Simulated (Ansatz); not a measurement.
Consider the ligand exchange at a W–Cl bond: `[NH2][W](=[O])(=[O])[Cl]` + NH₃ → `[NH2][W]([NH2])(=[O])=[O]` + HCl.

Calculated with Ansatz (gas phase, PBE0-D4/def2-TZVP geometries, no zero-point term in ΔE). CCSD(T)/CBS adds triple-zeta CCSD(T) − MP2 to the extrapolated MP2 energy (def2 sets, frozen cores). This one scheme is used for every species. DFT in def2-TZVPP. def2 core potentials past Kr. For W outer-core shells are correlated without core-valence functions, which leaves a few kJ/mol of doubt a bond. One conformer a species, not always the lowest.

`[NH2][W](=[O])(=[O])[Cl]`:

```xyz
7

N     0.767    0.909    0.225
W    -0.470   -0.538   -0.078
O    -0.009   -1.838    0.919
O    -2.026    0.008    0.343
Cl   -0.450   -1.197   -2.258
H     0.491    1.879    0.252
H     1.697    0.776    0.597
```

NH₃:

Cartesian coordinates in Å:
```
N -0.106 -0.191 0.179
H -0.577 -0.214 -0.717
H -0.196 0.752 0.538
H 0.879 -0.347 0.001
```

`[NH2][W]([NH2])(=[O])=[O]`:

Z-matrix (Å, degrees):
```
W
N 1 1.946
O 1 1.711 2 107.8
N 1 1.946 2 111.8 3 118.4
O 1 1.711 2 107.8 3 -123.2
H 2 1.008 1 123.8 3 -23.4
H 2 1.008 1 123.8 3 146.7
H 4 1.008 1 123.8 2 95.0
H 4 1.008 1 123.8 2 -95.0
```

HCl:

```xyz
2

Cl    0.529   -0.218    0.285
H    -0.529    0.218   -0.285
```

Question: Is it downhill or uphill in electronic energy at CCSD(T)/CBS, and by how much? (An estimate is asked.)

Answer: The calculation gave: Uphill: ΔE = +62.7 kJ/mol.

Question: What do these levels give: LDA (SPW92), PBE-D4, PBE0-D4, CAM-B3LYP-D4, ωB97M-V, PBE-QIDH, RPA@PBE/def2-TZVPP, HF/def2-SVP, CCSD(T)/def2-SVP, SCS-MP2/def2-TZVPP, CCSD(T)/def2-TZVPP, MP2/def2-QZVPP? (Estimate.)

Answer: The calculation gave: LDA (SPW92) 56.1, PBE-D4 64.4, PBE0-D4 63.6, CAM-B3LYP-D4 56.4, ωB97M-V 60.0, PBE-QIDH 67.9, RPA@PBE/def2-TZVPP 58.4, HF/def2-SVP 55.6, CCSD(T)/def2-SVP 56.9, SCS-MP2/def2-TZVPP 70.4, CCSD(T)/def2-TZVPP 60.8, MP2/def2-QZVPP 75.7 kJ/mol.

Largest T1 diagnostic among the species: 0.022, so the coupled-cluster value is less sure than usual.

At CCSD(T), def2-SVP lies −5.8 kJ/mol from the extrapolated value and def2-TZVPP −1.8 kJ/mol. Leaving LDA and LC-ωPBE aside and taking each functional with its dispersion term where it has one, the values, not all of them listed here, spread over 14.7 kJ/mol, from CAM-B3LYP-D4 to B97M-V. LDA lies −8.7 kJ/mol from PBE without D4.
